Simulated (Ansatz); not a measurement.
System: sum formula AlBrCl2 (charge 0, singlet). 
Structure (B3LYP-D3(BJ)/def2-TZVP (Ansatz, a first-principles code) minimum search):
```xyz
4

Cl    -1.4259     1.9076    -0.0725
Al    -0.5191     0.0386    -0.0169
Cl    -1.6937    -1.6756    -0.0290
Br     1.7080    -0.1270     0.0555
```

Computed values are from Ansatz. Correlated levels leave the core frozen unless marked. Open shells are spin-unrestricted. Spin-orbit coupling is left out. The frozen core is the preceding noble-gas configuration, with the filled d and f shells of earlier blocks. No relativistic terms. Basis-set limits of correlation are two-point, X^-3; Hartree-Fock from the larger set.

```
Quantity                                                                                    Result
-------------------------------------------  -----------------------------------------------------
atomisation energy De                        1252.0 kJ/mol at CCSD(T)/CBS(def2-TZVPPD,def2-QZVPPD)
vertical ionisation energy (to the doublet)       11.60 eV at CCSD(T)/CBS(def2-TZVPPD,def2-QZVPPD)
total energy                                 -3734.4617 Eh at CCSD(T)/CBS(def2-TZVPPD,def2-QZVPPD)
dipole moment                                                          0.24 D at CCSD(T)/def2-SVPD
T1 diagnostic                                                            0.008 at CCSD/def2-QZVPPD
```
